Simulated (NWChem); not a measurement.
System: Si2H6O; SMILES O[SiH2][SiH3]

Here is an NWChem input.

```
start job
memory heap 200 mb stack 900 mb global 1100 mb
geometry units angstroms noautoz
  Si    -0.535271     0.727263     0.009479
  O      0.761241     1.777176    -0.111587
  Si     0.169845    -1.517742    -0.010379
  H     -1.335126     0.967165     1.255870
  H     -1.401288     1.009712    -1.169578
  H      1.440109     1.700083     0.564886
  H      1.111387    -1.771042     1.127195
  H      0.882507    -1.843559    -1.284329
  H     -1.002055    -2.437288     0.137005
end
basis spherical
  * library 6-31+g*
end
dft
  xc b3lyp
  iterations 150
end
tddft
  nroots 8
  notriplet
end
task tddft energy
```

Structure relaxed at the PBE0/def2-SVP level.

Vertical excitations in the gas phase.

### Question
Give the results of this calculation. (B3LYP/6-31+G* (spherical d), full TDDFT.) Quantities: lowest excitation, singlet (eV); oscillator strength of that lowest state; lowest state with f > 0.02, singlet (eV); oscillator strength of that bright state; orbital gap (eV).

### Answer
The lowest excitation, singlet (eV) is 5.84 and the oscillator strength of that lowest state is 0.006. The lowest state with f > 0.02, singlet (eV) comes out as 7.17 and the oscillator strength of that bright state comes out as 0.342. The orbital gap (eV) comes out as 6.87.
